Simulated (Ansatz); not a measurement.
A basis-limit estimate, worked out

An elementary step of SiNH₅Cl₂O, closed shell (SiNH₃Cl₂ ([NH2][SiH]([Cl])[Cl]) + H₂O → SiH₂Cl₂O ([OH][SiH]([Cl])[Cl]) + NH₃ (still joined by a long Si–N bond); bonds formed: Si1–O7, N2–H6; bonds broken: H6–O7; bonds weakened to dative contacts: Si1–N2). “Start” is the structure reached by relaxing down from the saddle towards the reactants; PBE0-D4/def2-TZVP structures. The saddle:

```
10
angstrom
Si -0.6092 -0.4048 -0.1946
N 1.1813 0.0205 -0.1263
Cl -0.3858 -1.9302 -1.6815
Cl -1.2218 -1.5864 1.3647
H -1.5723 0.3771 -0.9924
H 0.6709 0.9757 0.5601
O -0.4484 1.1365 0.9931
H 1.7331 -0.6743 0.3655
H 1.6013 0.1683 -1.0362
H -0.9492 1.9174 0.7474
```

Ansatz 0.2.0; basis: def2-TZVPP and def2-QZVPP; cores frozen in the correlated methods.

Energies in eV:

| quantity | saddle | start |
| --- | --- | --- |
| Hartree–Fock, triple zeta (X = 3) | -36472.63266 | -36474.22924 |
| Hartree–Fock, quadruple zeta (X = 4) | -36473.73979 | -36475.35579 |
| MP2 correlation, X = 3 | -27.24276 | -26.59284 |
| MP2 correlation, X = 4 | -29.62524 | -28.95931 |
| CCSD(T) correlation, X = 3 | -29.63238 | -29.05627 |

Question: Work out the barrier at the basis limit: extrapolate Hartree–Fock as E(X) = E∞ + A exp(−7.88 √X) and the MP2 correlation as E(X) = E∞ + B X^−2.97 (the exponents that Neese and Valeev fitted for def2-TZVPP and QZVPP), then add CCSD(T) − MP2 in triple zeta.

Answer: Each step is linear, so take the differences first (saddle − start): Hartree–Fock 1.59658 (X = 3) and 1.61600 (X = 4); MP2 correlation -0.64992 and -0.66593; CCSD(T) correlation -0.57611.
Two points give E∞ = E(4) + w [E(4) − E(3)], with w = 1/(exp(7.88 (2 − √3)) − 1) = 0.1377 for Hartree–Fock and w = 1/((4/3)^2.97 − 1) = 0.7407 for the correlation.
Hartree–Fock: 1.61600 + 0.1377 × 0.01942 = 1.6187 eV.
MP2 correlation: -0.66593 + 0.7407 × (-0.01601) = -0.6778 eV.
CCSD(T) − MP2: -0.57611 − (-0.64992) = 0.0738 eV.
Sum: 1.6187 + (-0.6778) + 0.0738 = 1.0147 eV, or 23.40 kcal/mol. Plain CCSD(T) in triple zeta gives 1.0205 eV, so the larger basis shifts the result by -0.0058 eV.

No T1 diagnostic of these runs exceeds 0.010.

The step is the kind of ligand exchange by which a precursor binds to a hydroxyl group, or is hydrolysed, in atomic layer deposition of oxides.

Labels in which every atom is bracketed show which atoms are joined, not bond orders.

For scale, one of the runs: CCSD(T)/def2-TZVPP, 258 basis functions, launched by `ansatz run in.yaml --threads 8 --pin off --events-out ev --progress --plain --max-ram 19148MiB`. The run took 85 s on 8 CPU threads of a Oxide Virtual Turin-like (shared host), with 5.7 GiB of host memory at its peak.
